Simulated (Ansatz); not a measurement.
Na4⁻ (the lowest doublet isomer of a short search). The state is a doublet with charge -1. Geometry PBE0/def2-TZVPD, basis def2-TZVPD, Ansatz.

```xyz
4

Na   -0.007   -1.699    2.490
Na   -0.412    0.480   -0.375
Na   -2.223    2.657   -2.170
Na    2.641   -1.438    0.056
```

```json
{"run": "A", "HOMO (eV)": "-0.97", "LUMO (eV)": "1.75"}
{"run": "B", "HOMO (eV)": "0.25", "LUMO (eV)": "0.78"}
{"run": "C", "HOMO (eV)": "-0.17", "LUMO (eV)": "1.14"}
{"run": "D", "HOMO (eV)": "0.26", "LUMO (eV)": "0.65"}
{"run": "E", "HOMO (eV)": "0.46", "LUMO (eV)": "0.86"}
```

The structure comes from a short search, and lower isomers may exist.

HOMO and LUMO are taken over both spins.

The runs used BLYP, LDA (SPW92), PBE, PBE0, ωB97M-V. Estimate which is which.

A ωB97M-V (range-separated); B PBE (0 % exact exchange); C PBE0 (25 % exact exchange); D LDA (SPW92) (0 % exact exchange); E BLYP (0 % exact exchange). Exact exchange lowers occupied and raises empty levels; among semilocal functionals meta-GGAs tend to open the gap a little, and such runs are hard to tell apart. The gap grows from 0.39 eV (BLYP) to 2.73 eV (ωB97M-V). At PBE/def2-TZVPD, LDA (SPW92)/def2-TZVPD, BLYP/def2-TZVPD the highest occupied level of the charge -1 doublet lies above zero (up to 0.46 eV). By energy differences its removal costs 1.05 eV (vertical, to the charge 0 singlet, at PBE0/def2-TZVPD). At PBE0/def2-TZVPD the charge -1 doublet is spin-contaminated (final ⟨S²⟩ up to 0.85, 0.75 for a pure state).
